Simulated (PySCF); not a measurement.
Computed with ωB97X-D3(BJ)/def2-TZVP // PBE0-D3(BJ)/def2-TZVP (PySCF). Isolated molecules, 0 K electronic values unless said otherwise. One relaxed conformer stands for a flexible species; it need not be the lowest. Delta-SCF ions had no search for a lower state. Excitations are Tamm–Dancoff values on a coarser integration grid. The basis has no diffuse functions, so Rydberg states are missing or too high.

Reference species (SMILES): `S/C=C/SS` (neutral, multiplicity 1).

| Item | Value |
|---|---|
| HOMO | -8.73 eV |
| vertical ionisation energy (Delta-SCF) | 8.57 eV |
| T1 excitation (TDA) | 3.57 eV |
| HOMO–LUMO gap | 9.74 eV |

After one change: the HOMO falls by 0.32 eV; the vertical ionisation energy (Delta-SCF) rises by 0.27 eV; the T1 excitation (TDA) rises by 0.37 eV; the HOMO–LUMO gap rises by 0.62 eV.

What was changed between the two runs? The new species is one of these.
A) `C=C(S)SS`
B) `SC1SCS1` (H–S–C–S torsion 94°)
C) `SC=C(S)S`
D) `S=C(S)CS`

A, `C=C(S)SS`
